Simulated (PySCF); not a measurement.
# `InChI=1S/CH2F4Si/c2-1-6(3,4)5/h1H2`

Molfile (atoms numbered from 1):
```
CH2F4Si
     RDKit          3D

  8  7  0  0  0  0  0  0  0  0999 V2000
   -1.7922   -0.1482   -1.2684 F   0  0  0  0  0  0  0  0  0  0  0  0
   -1.2857   -0.2658    0.0025 C   0  0  0  0  0  0  0  0  0  0  0  0
    0.5757   -0.1458   -0.0100 Si  0  0  0  0  0  4  0  0  0  0  0  0
    1.2505   -1.2677   -0.9283 F   0  0  0  0  0  0  0  0  0  0  0  0
    1.0888    1.2761   -0.5320 F   0  0  0  0  0  0  0  0  0  0  0  0
    1.1026   -0.3463    1.4903 F   0  0  0  0  0  0  0  0  0  0  0  0
   -1.5923   -1.2332    0.4396 H   0  0  0  0  0  0  0  0  0  0  0  0
   -1.7059    0.5264    0.6481 H   0  0  0  0  0  0  0  0  0  0  0  0
  1  2  1  0
  2  3  1  0
  3  4  1  0
  3  5  1  0
  3  6  1  0
  2  7  1  0
  2  8  1  0
M  END
```

Theory: GIAO KT3/aug-pcSseg-1 magnetisability, rotational g tensor and spin-rotation constants, non-relativistic, gas phase (PySCF). Geometry: PBE0-D3(BJ)/def2-SVP.

Q: How diamagnetic is it, and how anisotropic?

A: Isotropic -826 × 10⁻³⁰ J/T², or -49.7 × 10⁻⁶ cm³/mol; principal values -921, -779, -777 × 10⁻³⁰ J/T², anisotropy 143 × 10⁻³⁰ J/T² (root of half the summed squared differences of the principal values). The susceptibility is in cgs units.

Q: Split it along the inertial axes a, b, c into diamagnetic and paramagnetic parts about the centre of mass, with the quadrupole moment.

A: 
| axis | χ (10⁻⁶ cm³/mol) | diamagnetic (10⁻⁶ cm³/mol) | paramagnetic (10⁻⁶ cm³/mol) | summed x² of all electrons (Å²) | quadrupole Θ (D Å) |
| --- | --- | --- | --- | --- | --- |
| a | -51.6 | -352.5 | 300.9 | 99.2 | -3.36 |
| b | -50.6 | -589.1 | 538.4 | 43.4 | +2.65 |
| c | -46.9 | -604.8 | 557.9 | 39.7 | +0.72 |

Anisotropies 2χaa − χbb − χcc = -5.7 and 2χbb − χaa − χcc = -2.7 × 10⁻⁶ cm³/mol. Θ is traceless in Buckingham's convention.

Q: And the rotational g tensor?

A: 
| axis | rotational constant (GHz) | g | nuclear part | electronic part |
| --- | --- | --- | --- | --- |
| a | 3.7606 | -0.0292 | 0.5024 | -0.5316 |
| b | 2.0211 | -0.0200 | 0.4913 | -0.5112 |
| c | 1.9831 | -0.0220 | 0.4978 | -0.5198 |

Asymmetric top; isotopes 12C, 19F, 1H, 28Si; no vibrational averaging.
